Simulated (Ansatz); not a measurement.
`B/C(O)=C(/B)[SiH3]` + H₂O → `B/C(O)=C(/O)[SiH3]` + BH₃  (formal hydrolysis of a C–B bond)

Calculated with Ansatz (gas phase, PBE0-D4/def2-TZVP geometries, no zero-point term in ΔE). CBS: MP2 limit from def2 TZ/QZ plus the TZ coupled-cluster correction, frozen cores. This one scheme is used for every species. Double bonds are as drawn, so ΔE can hold a change between cis and trans. Functionals use def2-TZVPP. B3LYP here is the variant with VWN-RPA as its local correlation; programs differ in this. Each species was taken in one conformer, which may not be the lowest.

(1) Is it downhill or uphill in electronic energy at CCSD(T)/CBS, and by how much? (An estimate is asked.)

(2) What do these levels give: PBE-D4, r2SCAN-D4, PBE0-D4, B3LYP-D4, ωB97M-V, PBE, r2SCAN, SCS-MP2/def2-TZVPP, CCSD(T)/def2-TZVPP, HF/def2-QZVPP, MP2/def2-QZVPP, MP2/CBS(def2)? (Best estimate.)

Largest T1 diagnostic among the species: 0.015.

Results:

(1) The calculation gave: Uphill: ΔE = +78.2 kJ/mol.

(2) The calculation gave: PBE-D4 71.1, r2SCAN-D4 71.4, PBE0-D4 73.4, B3LYP-D4 71.0, ωB97M-V 71.3, PBE 68.8, r2SCAN 70.7, SCS-MP2/def2-TZVPP 73.8, CCSD(T)/def2-TZVPP 74.5, HF/def2-QZVPP 65.9, MP2/def2-QZVPP 81.5, MP2/CBS(def2) 83.1 kJ/mol.

In def2-TZVPP, CCSD(T) changes the Hartree–Fock value by +8.6 kJ/mol (the triples alone add −0.8 kJ/mol) and MP2 by +13.4 kJ/mol. The D4 term adds +3.7 kJ/mol with B3LYP and +2.1 kJ/mol with PBE0; it sums over pairs of atoms, weighted by their polarisabilities, and B3LYP, whose exchange is more repulsive, gets the larger term.
